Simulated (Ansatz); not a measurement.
Two isomers of C5HF7: A = `FC1=C(F)C(F)(F)C(F)(F)C1F`, B = `FC1=C(F)C(F)(F)C(F)C1(F)F`.

Calculated with Ansatz (gas phase, PBE0-D4/def2-TZVP geometries, no zero-point term in ΔE). CCSD(T)/CBS adds triple-zeta CCSD(T) − MP2 to the extrapolated MP2 energy (def2 sets, frozen cores). Functionals use def2-TZVPP.

Q: Which is lower in electronic energy at CCSD(T)/CBS, and by how much? (Best estimate.)

A: Computed: B, by 5.2 kJ/mol.

Q: Give E(B) − E(A) in kJ/mol with PBE0-D4, ωB97M-V, r2SCAN-D4, MP2/def2-TZVPP, CCSD(T)/def2-TZVPP, BLYP-D4, PBE-D4. (Estimate.)

A: The calculation gave: PBE0-D4 -5.1, ωB97M-V -5.1, r2SCAN-D4 -4.0, MP2/def2-TZVPP -6.2, CCSD(T)/def2-TZVPP -5.8, BLYP-D4 -4.9, PBE-D4 -4.9. None reverses the order clearly.

Q: Does the order hold for the free energy at 298.15 K (harmonic terms from PBE0-D4)? (Estimate.)

A: Ansatz gave: Yes: G(B) − G(A) = -3.4 kJ/mol. Modes under 60 cm⁻¹, often nearly free rotors, make the harmonic entropy too high.

Largest T1 diagnostic: 0.013.

Leaving LDA and LC-ωPBE aside and taking each functional with its dispersion term where it has one, the values, not all of them listed here, spread over 1.6 kJ/mol, from PBE-QIDH to r2SCAN-D4.
